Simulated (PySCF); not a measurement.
A side-by-side comparison of computed properties.

First species: C8H10FOP.
Atom-mapped SMILES: `[CH2:1]=[CH:2][P@@:3]1(=[O:4])[C:5]([F:6])=[CH:7][C:8]([CH3:9])=[C:10]1[CH3:11]` (hydrogens: H12, H13 on C1; H14 on C2; H15 on C7; H16, H17, H18 on C9; H19, H20, H21 on C11)

Second species: C8H9Cl.
SMILES with atom numbers: `[CH:1]#[C:2][C@:3]1([CH2:4][Cl:5])[CH:6]=[CH:7][CH2:8][CH2:9]1` (hydrogens: H10 on C1; H11, H12 on C4; H13 on C6; H14 on C7; H15, H16 on C8; H17, H18 on C9)

Geometry (GFN2-xTB, Å), atoms numbered from 1 in this order:
```
atom  x, y, z in Å
C1    -2.7300    1.2477   -0.5163
C2    -1.7076    0.6356   -0.4097
C3    -0.4654   -0.1041   -0.2696
C4    -0.7495   -1.6088   -0.3787
Cl5   -1.4910   -2.0179   -1.9492
C6     0.1902    0.1633    1.0691
C7     1.4710    0.4584    0.9415
C8     1.9203    0.4546   -0.4870
C9     0.6080    0.3652   -1.2817
H10   -3.6255    1.7838   -0.6209
H11   -1.4510   -1.9275    0.3929
H12    0.1762   -2.1789   -0.3010
H13   -0.3724    0.0903    1.9827
H14    2.1535    0.6698    1.7468
H15    2.4919    1.3494   -0.7353
H16    2.5664   -0.4081   -0.6714
H17    0.6746   -0.3157   -2.1279
H18    0.3314    1.3493   -1.6607
```

Levels: PBE0/pcSseg-1 for HOMO energy, LUMO energy and HOMO–LUMO gap. Geometries: GFN2-xTB. Each structure is a single optimised conformer of the isolated species, non-relativistic unless stated; the electronic structure was computed with PySCF and density fitting.

Dipoles, sizes and rotational constants follow the conformer. The torsions of the flexible species, by atom-mapped SMILES:
- `[CH2:1]=[CH:2][P@@:3]1(=[O:4])[C:5]([F:6])=[CH:7][C:8]([CH3:9])=[C:10]1[CH3:11]`: C1–C2–P3–O4 0°

The conformers of `C#C[C@]1(CCl)C=CCC1` aren't listed.

```csv
property,column X,column Y
HOMO energy,-7.44 eV,-6.61 eV
LUMO energy,-0.17 eV,-1.72 eV
HOMO–LUMO gap,7.27 eV,4.89 eV
```

Task: Which column belongs to which species?

Result: Column X is the second species and column Y the first. The first has 21 atoms and 90 electrons, the second 18 and 74.

Task: How does each property change from the first species to the second?

Result: HOMO energy -0.83 eV; LUMO energy +1.55 eV; HOMO–LUMO gap +2.38 eV.

